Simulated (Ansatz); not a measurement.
```yaml
crystal:
  periodic: [false, false, false]
  atoms:
    - {symbol: C, position_ang: [-2.001666, 0.722969, -0.225842]}
    - {symbol: Hf, position_ang: [-0.546914, -0.005510, 1.005351]}
    - {symbol: Cl, position_ang: [-0.495914, 1.229174, 2.745572]}
    - {symbol: Br, position_ang: [-1.563891, -2.477226, 1.679793]}
    - {symbol: O, position_ang: [0.942928, -0.329747, -0.101178]}
    - {symbol: Si, position_ang: [2.128995, -0.288915, -0.819737]}
    - {symbol: H, position_ang: [-2.151084, 0.026288, -1.180524]}
    - {symbol: H, position_ang: [-2.975067, 0.699597, 0.160459]}
    - {symbol: H, position_ang: [-1.960502, 1.624706, -0.561113]}
    - {symbol: H, position_ang: [2.064525, -1.187272, -2.054684]}
    - {symbol: H, position_ang: [2.814097, 0.910686, -1.354737]}
    - {symbol: H, position_ang: [3.427944, -1.028916, -0.027531]}
basis:
  gaussian: {orbitals: x2c-TZVPPall, fitting: {mean_field: cc-pVTZ-jkfit}}
hamiltonian: {xc: {name: B3LYP}}
relax: {f_tol: 0.0001, max_steps: 1}
output: {forces: true}
```

```sh
$ ansatz run in.yaml --threads 2 --pin off --events-out ev --progress --plain --max-ram 22528MiB --backend cuda --devices 0, --max-vram 18GiB
```

It prints (some lines left out):

```
Functional definition: B3LYP
Error: <dir> the basis set cc-pVTZ-JKFIT has no functions for Hf
```

Run time 1.2 s (2 threads of an AMD EPYC 7R13 on a shared host and a share of an NVIDIA H100 80 GB); peak host memory 0.77 GiB.
